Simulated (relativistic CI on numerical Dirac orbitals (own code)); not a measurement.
Magnetism of Eu2+, 4f7, in a crystal field

Calculated by Dirac-Coulomb-Breit CI, separate exchange-only KLI orbitals for each configuration, a model potential for QED, valence Slater integrals scaled by 0.85, one configuration in a parametric crystal field (own radial code).

Field parameters in Wybourne normalisation; cubic f-shell fields have B⁴₄ = √(5/14) B⁴₀ and B⁶₄ = −√(7/2) B⁶₀. The field is a parameter set, without covalency.

S is read from ⟨S²⟩ = S(S + 1).

Powder χT (cm³ K mol⁻¹) by Van Vleck's formula, with temperature-independent terms:

```
                          Field   2 K   5 K  10 K  20 K  50 K  100 K  200 K  300 K
Oh, B40 = -900, B60 = -470 cm⁻¹  7.84  7.84  7.84  7.84  7.84   7.84   7.84   7.84
Oh, B40 = -1130, B60 = 450 cm⁻¹  7.84  7.84  7.84  7.84  7.84   7.84   7.84   7.84
```

**Question.** For Oh, B40 = -1130, B60 = 450 cm⁻¹: what effective moment follows at 300 K?

**Answer.** μ_eff = √(8χT) = 7.92 μB. The LS value g√(J(J + 1)) of the free ion's 8S°_7/2 level is 7.94 μB.
